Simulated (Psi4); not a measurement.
silene (CH$_{4}$Si), singlet, at a GFN2-xTB geometry, with bond 4-1 at 1.3 times its length. Base run: M06-2X/STO-3G (Psi4 1.11).

Psi4 was given this input:
```
memory 2 GB

molecule {
0 1
  C    -1.18374738   -0.06187676   -0.03170521
  Si    0.56077136    0.02931260    0.01501957
  H    -1.80839471    0.81354535   -0.08654760
  H    -1.87544450   -1.27852885   -0.00068587
  H     1.44914582   -1.12480816    0.08920117
  H     1.32675622    1.26990993   -0.01485208
}

set basis sto-3g

energy('m06-2x')
print_variables()
```

Each row names what was changed in the base input (with any setting that the change needs).

```
change                         ΔE vs base (µEh)  SCF cycles  grid points  basis functions
-----------------------------  ----------------  ----------  -----------  ---------------
base                                        0.0           7       128944               18
dft_radial_scheme = mura                   -178           7       130703               18
e_convergence = 1e-10                       0.0           9       128944               18
dft_radial_points = 35                     1061           7        61225               18
dft_pruning_scheme = treutler             -55.1           7        71108               18
e_convergence = 1e-4                        0.0           7       128944               18
d_convergence = 1e-10                       0.0          11       128944               18
df_basis_scf = cc-pvqz-jkfit                571           7       128944               18
guess = modhuckel                           0.0          10       128944               18
dft_spherical_points = 434                 -7.4           7       185361               18
ints_tolerance = 1e-8                       0.0           7       128944               18
damping_percentage = 50                     0.8          69       128944               18
guess = gwh                                 0.0           8       128944               18
```
